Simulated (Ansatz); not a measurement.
C₁₆H₁₀⁺, that is dibenzo[a,e]pentalene with one electron fewer. The state is a doublet with charge 1. Geometry PBE-D4/def2-SVP; atoms count from 1.

| atom | x (Å) | y (Å) | z (Å) |
| --- | --- | --- | --- |
| C1 | -1.701 | -0.053 | 0.508 |
| C2 | -0.356 | 0.266 | 0.599 |
| C3 | 0.356 | -0.266 | -0.599 |
| C4 | 1.701 | 0.053 | -0.508 |
| C5 | 1.897 | 0.789 | 0.729 |
| C6 | 3.063 | 1.336 | 1.286 |
| C7 | 2.960 | 2.007 | 2.515 |
| C8 | 1.715 | 2.137 | 3.189 |
| C9 | 0.538 | 1.601 | 2.652 |
| C10 | 0.616 | 0.924 | 1.423 |
| C11 | -0.616 | -0.924 | -1.423 |
| C12 | -0.538 | -1.601 | -2.652 |
| C13 | -1.715 | -2.137 | -3.189 |
| C14 | -2.960 | -2.006 | -2.515 |
| C15 | -3.063 | -1.335 | -1.287 |
| C16 | -1.897 | -0.789 | -0.729 |
| H17 | -2.498 | 0.190 | 1.223 |
| H18 | 2.498 | -0.190 | -1.223 |
| H19 | 4.033 | 1.242 | 0.777 |
| H20 | 3.861 | 2.443 | 2.971 |
| H21 | 1.681 | 2.672 | 4.150 |
| H22 | -0.420 | 1.707 | 3.181 |
| H23 | 0.420 | -1.708 | -3.181 |
| H24 | -1.681 | -2.672 | -4.149 |
| H25 | -3.861 | -2.443 | -2.971 |
| H26 | -4.033 | -1.242 | -0.777 |

(1) Estimate the Mulliken populations from the PBE0/def2-SVP orbitals of Ansatz.

(2) Where does the spin sit?

(3) And the Mayer bond orders between bonded heavy atoms (over 0.3)?

Answers

(1) 
| atom | charge (e) | spin (α − β) |
| --- | --- | --- |
| C1 | 0.07 | -0.04 |
| C2 | 0.02 | 0.16 |
| C3 | 0.02 | 0.16 |
| C4 | 0.07 | -0.04 |
| C5 | -0.03 | 0.19 |
| C6 | 0.00 | -0.11 |
| C7 | 0.02 | 0.18 |
| C8 | 0.00 | 0.03 |
| C9 | 0.02 | 0.02 |
| C10 | 0.04 | 0.08 |
| C11 | 0.04 | 0.08 |
| C12 | 0.02 | 0.02 |
| C13 | 0.00 | 0.03 |
| C14 | 0.02 | 0.18 |
| C15 | 0.00 | -0.11 |
| C16 | -0.03 | 0.19 |
| H17 | 0.07 | 0.00 |
| H18 | 0.07 | 0.00 |
| H19 | 0.06 | 0.00 |
| H20 | 0.09 | -0.01 |
| H21 | 0.08 | 0.00 |
| H22 | 0.06 | 0.00 |
| H23 | 0.06 | 0.00 |
| H24 | 0.08 | 0.00 |
| H25 | 0.09 | -0.01 |
| H26 | 0.06 | 0.00 |
Mulliken values and Mayer orders depend strongly on the basis.

(2) Summed by element: C 1.02, H -0.02, of 1 unpaired in all. Largest on single atoms: C5 0.19, C16 0.19, C14 0.18.

(3) C1–C2 1.49 (1.39 Å); C1–C16 1.13 (1.45 Å); C2–C3 1.08 (1.49 Å); C2–C10 1.14 (1.43 Å); C3–C4 1.49 (1.39 Å); C3–C11 1.14 (1.43 Å); C4–C5 1.13 (1.45 Å); C5–C6 1.34 (1.40 Å); C5–C10 1.17 (1.46 Å); C6–C7 1.40 (1.40 Å); C7–C8 1.30 (1.42 Å); C8–C9 1.41 (1.40 Å); C9–C10 1.34 (1.41 Å); C11–C12 1.34 (1.41 Å); C11–C16 1.17 (1.46 Å); C12–C13 1.41 (1.40 Å); C13–C14 1.30 (1.42 Å); C14–C15 1.40 (1.40 Å); C15–C16 1.34 (1.40 Å).
